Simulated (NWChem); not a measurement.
Electron attachment to CH₂NO

SMILES: N[C]=O
```xyz
5

N      1.0826    -0.0276     0.0000
C     -0.1839     0.3933     0.0000
O     -1.2031    -0.2231     0.0000
H      1.3097    -1.0211     0.0000
H      1.8402     0.6395     0.0000
```
Charge 0, spin multiplicity 2.

All runs are NWChem calculations. The geometry was optimised at UPBE0/def2-SVP, a minimum by its harmonic frequencies. It is one conformer; others weren't searched.

Basis set: def2-TZVPD. The species with one electron more has spin multiplicity 1 and keeps the geometry of the parent. Δ marks differences of total energies (open shells unrestricted). −ε marks an orbital energy of the parent. That orbital need not have the symmetry of the hole or added electron in the Δ rows. The basis adds only a small set of diffuse functions.

B3LYP has NWChem's definition, with VWN1-RPA local correlation. The structure started from a generated list of species. The unpaired electrons of the parent sit in orbitals of symmetry a' (Cs labels of the run); other states weren't searched. No SCF solution was tested for a lower state.

### Question
One of these methods gave a vertical electron affinity of -0.21 eV. Which?
A) ΔPBE
B) −ε(beta LUMO) of B3LYP
C) G0W0@LDA (SVWN5)
D) G0W0@PBE0

### Answer
D, G0W0@PBE0. The others give 0.24 (ΔPBE), 0.44 (G0W0@LDA (SVWN5)), 2.35 (−ε(beta LUMO) of B3LYP).
